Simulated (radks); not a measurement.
Dipole-allowed excitations along the series with 36 electrons in [Kr]. Calculated with a radial shooting solver on a logarithmic mesh with Libxc functionals: scalar-relativistic Kohn-Sham, LB94 model potential, spin-unpolarised, spherical densities, finite nucleus; Fermi nuclear charge, rms radius of each element as measured or else 0.836 A^(1/3) + 0.57 fm. Time-dependent linear response with the Hartree and adiabatic LDA kernel, continuum included through the Sternheimer equations, no spin-orbit coupling, so fine structure and intercombination lines are absent. Lines are the poles of the dipole polarisability below minus the highest occupied eigenvalue, found on a grid refined at the orbital gaps; the lowest seven at most are given, and weak or close lines can be missed. The first line takes the name of the lowest orbital gap if no other gap lies below it; otherwise a line is named after a gap within 0.6 % of it, if that gap stands alone.

species,-e(HOMO) (eV),lowest orbital gap (eV),first line (eV),f,static alpha (bohr^3)
Pd10+,240.21,4p-4d 56.877,71.506 (4p-4d),5.03,0.8278
Ag11+,273.30,4p-4d 60.957,76.504 (4p-4d),4.89,0.7032
Cd12+,308.22,4p-4d 65.054,81.492 (4p-4d),4.76,0.6029
In13+,344.96,4p-4d 69.173,86.481 (4p-4d),4.63,0.5212
Sn14+,383.53,4p-4d 73.321,91.480 (4p-4d),4.52,0.4537
Sb15+,423.91,4p-4d 77.505,96.502 (4p-4d),4.40,0.3975
